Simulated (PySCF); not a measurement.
bromotrifluoroethene, C₂BrF₃, SMILES FC(F)=C(F)Br, point group Cs.

Force field and properties: PBE0/pcSseg-1 (PySCF, grid level 2). Vibrational terms come from second-order perturbation theory with semi-diagonal cubic constants, by steps of ±0.6 along the normal coordinates of each isotopologue. The parent has the commonest isotopes.

Equilibrium geometry (Å):

```
atom        x        y        z
  F1  -0.1750  -0.6304   1.6211
  C2  -0.3916  -0.4654   0.3404
  F3  -1.3549  -1.2314  -0.1110
  C4   0.2844   0.3804  -0.4233
  F5  -0.0001   0.4851  -1.7152
 Br6   1.6498   1.4696   0.2017
```

Question: Give the equilibrium and ground-state rotational constants (MHz) of parent; ¹³C at 2; ⁸¹Br at 6.

Answer: 
```
  species      Ae      Be      Ce      A0      B0      C0  Δ0 (u Å²)  harmonic ZPE (cm⁻¹)
   parent  4322.5  1435.1  1077.4    4306  1429.8  1072.9      0.233                 4354
 ¹³C at 2  4320.1  1426.7  1072.5  4303.8  1421.5    1068      0.233                 4298
⁸¹Br at 6  4320.8  1420.1  1068.8  4304.3  1414.9  1064.4      0.234                 4352
```

Δ0 = Ic − Ia − Ib from the ground-state constants.

Question: How is the parent's vibrational correction B0 − Be made up?

Answer: 
```
axis  harmonic  Coriolis  cubic  total (MHz)
   a      4.51      -1.9  -19.1        -16.5
   b      1.17    -0.208  -6.22        -5.26
   c     0.294    -0.123  -4.69        -4.52
```

Question: And its quartic centrifugal distortion constants from the harmonic force field?

Answer: Asymmetric top, A reduction, Ir representation: ΔJ = 0.113 kHz, ΔJK = 0.114 kHz, ΔK = 1 kHz, δJ = 0.0332 kHz, δK = 0.415 kHz.

A mode lies under 250 cm⁻¹, where this perturbation treatment is rough.
